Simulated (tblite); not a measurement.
Species: C3H12Ge2Si.
Numbering: `[GeH3:1][GeH2:2][SiH2:3][CH:4]1[CH2:5][CH2:6]1` (hydrogens: H7, H8, H9 on Ge1; H10, H11 on Ge2; H12, H13 on Si3; H14 on C4; H15, H16 on C5; H17, H18 on C6)

Geometry (GFN2-xTB, Å), atoms numbered from 1 in this order:
```
atom  x, y, z in Å
Ge1    2.9219   -0.7044   -0.0139
Ge2    1.2974    0.9161    0.6416
Si3   -0.4767    1.4456   -0.8133
C4    -1.8314    0.1488   -0.6511
C5    -2.2544   -0.3153    0.7144
C6    -1.4852   -1.2328   -0.1726
H7     3.8967   -0.2160   -1.0467
H8     2.3429   -1.9482   -0.6328
H9     3.7902   -1.2263    1.0956
H10    0.8401    0.5004    2.0278
H11    2.0972    2.1535    0.9973
H12    0.0031    1.4527   -2.2017
H13   -1.0258    2.7702   -0.5000
H14   -2.6235    0.1993   -1.3890
H15   -1.7506    0.1020    1.5762
H16   -3.3011   -0.5198    0.8863
H17   -1.9962   -2.0756   -0.6145
H18   -0.4534   -1.4439    0.0847
```

Computed values, GFN2-xTB/tblite, gas phase, harmonic and unscaled. This tight-binding method is rough: wavenumbers can miss measured ones by several per cent, in bad cases by 10 to 20. Modes of hydrogen on germanium and silicon can be 10 to 20 % off. One conformer, not necessarily the lowest. The optimisation stopped once no atom felt more than 0.01 eV/Å.

Lowest wavenumbers of the output (negative numbers stand for imaginary wavenumbers):
```
mode    cm-1
  1     -29.0
  2      25.9
  3      54.8
  4      74.9
  5     102.5
  6     226.0
  7     242.7
  8     259.4
  9     298.8
 10     355.5
 11     374.8
 12     386.6
 13     438.8
 14     569.6
 15     591.6
```

Is this structure a minimum?

Not by this Hessian. 1 mode is imaginary beyond 20i (29i cm⁻¹), so at this level the point lies at or near a first-order saddle. The curvature is small, so loose convergence or finite differences may be the whole cause.

Which atoms move in the imaginary mode?

29i: H9 (Ge–H hydrogen) 34 %, H7 (Ge–H hydrogen) 31 %, H8 (Ge–H hydrogen) 31 %. These are shares of the mass-weighted motion.

What is the remedy?

Step along that mode in both directions, optimise again with tighter thresholds and repeat the frequencies. The zero-point energy of this point (77.3 kcal/mol) counts the 47 real modes alone, and thermal corrections from it aren't those of a minimum.
